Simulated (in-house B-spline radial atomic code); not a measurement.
Ionisation energies along the 10-electron series, configuration [He] 2s2 2p6, as differences of self-consistent energies. Dirac energy differences include first-order Breit, QED and recoil terms. NIST's values go from ground level to ground level; the uncertainty of those that are theory runs from under 0.1 % in few-electron ions to several per cent in heavy many-electron ones. Computed with an all-electron radial atomic-structure program (B-spline basis): Dirac-Hartree-Fock, average of the configuration, finite nuclei.

| ion | configuration after | ionisation energy (eV) | IE/(q+1)² (eV) | Breit and QED recoil part (eV) | tabulated value (eV) | computed minus tabulated (eV) |
| --- | --- | --- | --- | --- | --- | --- |
| Te42+ | [He] 2s2 2p5 | 7116.7 | 3.8489 | -9.2291 | 7022 | 95 |
| I43+ | [He] 2s2 2p5 | ? | ? | ? | ? | ? |
| Xe44+ | [He] 2s2 2p5 | 7771.6 | 3.8378 | -10.517 | 7660 | 112 |
| Cs45+ | [He] 2s2 2p5 | ? | ? | ? | ? | ? |
| Ba46+ | [He] 2s2 2p5 | 8457.1 | 3.8285 | -11.925 | 8326 | 131 |
| La47+ | [He] 2s2 2p5 | 8811.4 | 3.8244 | -12.676 | 8669 | 142 |

Task: Fill in the row of I43+.

Result: ionisation energy (eV): 7440.4; IE/(q+1)² (eV): 3.8432; Breit and QED recoil part (eV): -9.8587; tabulated value (eV): 7337; computed minus tabulated (eV): 103.

Task: Fill in the row of Cs45+.

Result: ionisation energy (eV): 8110.5; IE/(q+1)² (eV): 3.8329; Breit and QED recoil part (eV): -11.206; tabulated value (eV): 7989; computed minus tabulated (eV): 121.

Where a p, d or f electron is removed, the computed value is a mean over both j, so it misses the tabulated one by a part of the spin-orbit splitting; averaging over terms and missing correlation add to the gap, relatively most at low charge.
